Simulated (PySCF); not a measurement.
Zr(O)2 cation (O₂Zr), SMILES [O]=[Zr]=[O] (connectivity only; charge and spin as stated), charge +1, multiplicity 2. Geometry optimised at PBE-D3(BJ)/def2-TZVP. The spin state was assumed, not searched. The isomer is the one that the SMILES or the coordinates give; other isomers of the formula were not compared. The def2 effective core potentials stand for the cores of Zr; spin–orbit coupling is left out.

The numbers are results of PBE-D3(BJ)/def2-TZVP in PySCF, not measurements.

Harmonic wavenumbers (cm⁻¹): 185, 510, 886. Rotational constants (GHz): 14.39, 9.137, 5.588; symmetry number 2.

Q: Work out the zero-point energy and the ideal-gas rigid-rotor harmonic-oscillator thermochemistry at 298.15 K and 1 atm.

A: ZPE = ½ Σ hcν = ½ × 1580 cm⁻¹ = 9.45 kJ/mol. H − E(el) = 21.62 kJ/mol. Entropy in J/(mol K): translation 168.78, rotation 92.97, vibration 12.82, spin 5.76, total 280.33. G − E(el) = -61.96 kJ/mol. Cp = 48.36 J/(mol K).
